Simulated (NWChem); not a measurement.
The numbers come from NWChem runs, not from measurements. System: H₅ClO₂Si₂, charge 0, spin multiplicity 1, displaced from the optimised geometry. The structure started from a generated list of species.

Job file:

```
start mol
memory heap 200 mb stack 800 mb global 1000 mb
geometry units angstroms nocenter noautoz noautosym
  O     -1.501670     1.351873    -0.170438
  Si    -1.326409    -0.254576     0.338336
  O     -1.666526    -1.402485    -0.862771
  Si     1.003299    -0.538586     0.804323
  Cl     1.911400     0.803596    -0.595585
  H     -0.739429     1.696803    -0.690361
  H     -2.270676    -0.406867     1.518167
  H     -2.589000    -1.440403    -1.197921
  H      1.572023    -1.928086     0.565184
  H      1.402392    -0.073403     2.198318
end
basis spherical
  * library def2-svp
end
dft
  xc pbe0
  semidirect memsize 60000000 filesize 0
  iterations 100
  convergence nodiis damp 40
end
task dft gradient
```

The output up to the point where the run's verdict is printed (cleaned and shortened):

```
             Northwest Computational Chemistry Package (NWChem) 7.3.0
             --------------------------------------------------------

                                NWChem Input Module
                                -------------------

 Scaling coordinates for geometry "geometry" by  1.889725989
 (inverse scale =  0.529177249)

                             Geometry "geometry" -> ""
                             -------------------------

 Output coordinates in angstroms (scale by  1.889725989 to convert to a.u.)

  No.       Tag          Charge          X              Y              Z
 ---- ---------------- ---------- -------------- -------------- --------------
    1 O                    8.0000    -1.50167000     1.35187300    -0.17043800
    2 Si                  14.0000    -1.32640900    -0.25457600     0.33833600
    3 O                    8.0000    -1.66652600    -1.40248500    -0.86277100
    4 Si                  14.0000     1.00329900    -0.53858600     0.80432300
    5 Cl                  17.0000     1.91140000     0.80359600    -0.59558500
    6 H                    1.0000    -0.73942900     1.69680300    -0.69036100
    7 H                    1.0000    -2.27067600    -0.40686700     1.51816700
    8 H                    1.0000    -2.58900000    -1.44040300    -1.19792100
    9 H                    1.0000     1.57202300    -1.92808600     0.56518400
   10 H                    1.0000     1.40239200    -0.07340300     2.19831800

 Effective nuclear repulsion energy (a.u.)     358.3047106790

            Nuclear Dipole moment (a.u.)
            ----------------------------
        X                 Y               Z
 ---------------- ---------------- ----------------
     0.0000037795     0.0000226767    -0.0000075589


 Summary of "ao basis" -> "" (spherical)
 ------------------------------------------------------------------------------
       Tag                 Description            Shells   Functions and Types
 ---------------- ------------------------------  ------  ---------------------
 *                          def2-svp                  on all atoms
[...]
 d= 0,ls=0.5         52   -927.5775179988 -1.54D+02  5.31D-01              46.4
 d= 0,ls=0.5         53   -773.3690584159  1.54D+02  5.31D-01              47.2
 d= 0,ls=0.5         54   -927.5775179988 -1.54D+02  5.31D-01              48.0
 d= 0,ls=0.5         55   -773.3690584159  1.54D+02  5.31D-01              48.9
 d= 0,ls=0.5         56   -927.5775179988 -1.54D+02  5.31D-01              49.6
 d= 0,ls=0.5         57   -773.3690584159  1.54D+02  5.31D-01              50.4
 d= 0,ls=0.5         58   -927.5775179988 -1.54D+02  5.31D-01              51.2
 d= 0,ls=0.5         59   -773.3690584159  1.54D+02  5.31D-01              52.0
 d= 0,ls=0.5         60   -927.5775179988 -1.54D+02  5.31D-01              53.0
 d= 0,ls=0.5         61   -773.3690584159  1.54D+02  5.31D-01              53.8
 d= 0,ls=0.5         62   -927.5775179988 -1.54D+02  5.31D-01              54.7
 d= 0,ls=0.5         63   -773.3690584159  1.54D+02  5.31D-01              55.6
 d= 0,ls=0.5         64   -927.5775179988 -1.54D+02  5.31D-01              56.5
 d= 0,ls=0.5         65   -773.3690584159  1.54D+02  5.31D-01              57.3
 d= 0,ls=0.5         66   -927.5775179988 -1.54D+02  5.31D-01              58.2
 d= 0,ls=0.5         67   -773.3690584159  1.54D+02  5.31D-01              59.1
 d= 0,ls=0.5         68   -927.5775179988 -1.54D+02  5.31D-01              59.9
 d= 0,ls=0.5         69   -773.3690584159  1.54D+02  5.31D-01              60.8
 d= 0,ls=0.5         70   -927.5775179988 -1.54D+02  5.31D-01              61.6
 d= 0,ls=0.5         71   -773.3690584159  1.54D+02  5.31D-01              62.4
 d= 0,ls=0.5         72   -927.5775179988 -1.54D+02  5.31D-01              63.2
 d= 0,ls=0.5         73   -773.3690584159  1.54D+02  5.31D-01              64.0
 d= 0,ls=0.5         74   -927.5775179988 -1.54D+02  5.31D-01              64.7
 d= 0,ls=0.5         75   -773.3690584159  1.54D+02  5.31D-01              65.5
 d= 0,ls=0.5         76   -927.5775179988 -1.54D+02  5.31D-01              66.5
 d= 0,ls=0.5         77   -773.3690584159  1.54D+02  5.31D-01              67.2
 d= 0,ls=0.5         78   -927.5775179988 -1.54D+02  5.31D-01              68.1
 d= 0,ls=0.5         79   -773.3690584159  1.54D+02  5.31D-01              68.9
 d= 0,ls=0.5         80   -927.5775179988 -1.54D+02  5.31D-01              69.8
 d= 0,ls=0.5         81   -773.3690584159  1.54D+02  5.31D-01              70.6
 d= 0,ls=0.5         82   -927.5775179988 -1.54D+02  5.31D-01              71.5
 d= 0,ls=0.5         83   -773.3690584159  1.54D+02  5.31D-01              72.3
 d= 0,ls=0.5         84   -927.5775179988 -1.54D+02  5.31D-01              73.2
 d= 0,ls=0.5         85   -773.3690584159  1.54D+02  5.31D-01              74.0
 d= 0,ls=0.5         86   -927.5775179988 -1.54D+02  5.31D-01              74.8
 d= 0,ls=0.5         87   -773.3690584159  1.54D+02  5.31D-01              75.6
 d= 0,ls=0.5         88   -927.5775179988 -1.54D+02  5.31D-01              76.5
 d= 0,ls=0.5         89   -773.3690584159  1.54D+02  5.31D-01              77.3
 d= 0,ls=0.5         90   -927.5775179988 -1.54D+02  5.31D-01              78.2
 d= 0,ls=0.5         91   -773.3690584159  1.54D+02  5.31D-01              79.1
 d= 0,ls=0.5         92   -927.5775179988 -1.54D+02  5.31D-01              80.0
 d= 0,ls=0.5         93   -773.3690584159  1.54D+02  5.31D-01              80.8
 d= 0,ls=0.5         94   -927.5775179988 -1.54D+02  5.31D-01              81.6
 d= 0,ls=0.5         95   -773.3690584159  1.54D+02  5.31D-01              82.4
 d= 0,ls=0.5         96   -927.5775179988 -1.54D+02  5.31D-01              83.2
 d= 0,ls=0.5         97   -773.3690584159  1.54D+02  5.31D-01              84.1
 d= 0,ls=0.5         98   -927.5775179988 -1.54D+02  5.31D-01              84.9
 d= 0,ls=0.5         99   -773.3690584159  1.54D+02  5.31D-01              85.7
 d= 0,ls=0.5        100   -927.5775179988 -1.54D+02  5.31D-01              86.6
```

The run did not converge; its last values are not results. The next line reads: Calculation failed to converge. NWChem stopped with the message: dft gradient failed.
